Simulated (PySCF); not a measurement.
Level of theory: PBE-D3(BJ)/def2-TZVP // PBE0-D3(BJ)/def2-TZVP (PySCF). All species are isolated molecules in the gas phase. One relaxed conformer stands for a flexible species; it need not be the lowest. Excitations are Tamm–Dancoff values on a coarser integration grid. The basis has no diffuse functions, so Rydberg states are missing or too high.

Reference species (SMILES): `C1=CC1S` (H–S–C–C torsion 152°) (neutral, multiplicity 1).

The LUMO is -1.44 eV and the HOMO comes out as -5.40 eV. The HOMO–LUMO gap comes out as 3.95 eV and the S1 excitation (TDA) is 4.02 eV.

After one change: the LUMO increases by 0.50 eV; the HOMO rises by 0.05 eV; the HOMO–LUMO gap rises by 0.46 eV; the S1 excitation (TDA) goes up by 0.49 eV.

Problem. What was changed between the two runs? The new species is one of these.
A) `CC#CS`
B) `C=CC=S` (C–C–C–S torsion 180°)
C) `C#CCS`
D) `C=C=CS`

Solution. A, `CC#CS`
